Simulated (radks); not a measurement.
Results of a calculation; reference values are marked as such.
Question: Lu19+, configuration [Kr] 4d10 4f6 (the NIST ground configuration). Code: a radial shooting solver on a logarithmic mesh with Libxc functionals. Model: Dirac Kohn-Sham, LDA (Slater exchange, Perdew-Wang correlation), spin-unpolarised, spherical densities, point nucleus; open shells fill j = l - 1/2 first. Some entries of the table are withheld. Estimate them.

orbital,occ.,eigenvalue (eV),<r> (bohr)
1s1/2,2,-63611.21,0.01933
2s1/2,2,-11238.56,0.08129
2p1/2,2,(1),0.06743
2p3/2,4,(2),0.07505
3s1/2,2,-2936.397,0.2122
3p1/2,2,-2721.064,0.2020
3p3/2,4,-2482.693,0.2161
3d3/2,4,-2116.142,(3)
3d5/2,6,-2064.111,(4)
4s1/2,2,-963.6012,0.4664
4p1/2,2,(5),0.4702
4p3/2,4,(6),0.4983
4d3/2,4,(7),0.5062
4d5/2,6,(8),0.5148
4f5/2,6,(9),0.5219
4f7/2,0,(10),0.5258
5s1/2,0,-443.2199,0.9161
5p1/2,0,-408.1201,0.9471
5p3/2,0,-390.5685,0.9882

Answer: 
(1) 2p1/2 eigenvalue (eV): -10752.09
(2) 2p3/2 eigenvalue (eV): -9635.864
(3) 3d3/2 <r> (bohr): 0.1897
(4) 3d5/2 <r> (bohr): 0.1941
(5) 4p1/2 eigenvalue (eV): -874.9014
(6) 4p3/2 eigenvalue (eV): -816.0852
(7) 4d3/2 eigenvalue (eV): -668.9476
(8) 4d5/2 eigenvalue (eV): -657.5021
(9) 4f5/2 eigenvalue (eV): -473.1609
(10) 4f7/2 eigenvalue (eV): -470.6990
